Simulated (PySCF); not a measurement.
Radial density of Ne (neon, neutral)

UHF, [Ne], closed-shell 1S. Calculation: PySCF 2.14, in aug-cc-pVDZ (4s3p2d, 23 functions); the non-relativistic Hamiltonian (point nucleus).

| r (bohr) | 4πr²ρ (e/bohr) |
| --- | --- |
| 0.00201 | 0.02996 |
| 0.00339 | 0.08332 |
| 0.00570 | 0.2262 |
| 0.00958 | 0.5899 |
| 0.0161 | 1.468 |
| 0.0271 | 3.333 |
| 0.0456 | 6.546 |
| 0.0767 | 10.04 |
| 0.129 | 10.43 |
| 0.217 | 6.617 |
| 0.365 | 5.468 |
| 0.614 | 7.908 |
| 1.03 | 5.560 |
| 1.74 | 1.379 |
| 2.92 | 0.09174 |
| 4.91 | 0.001206 |
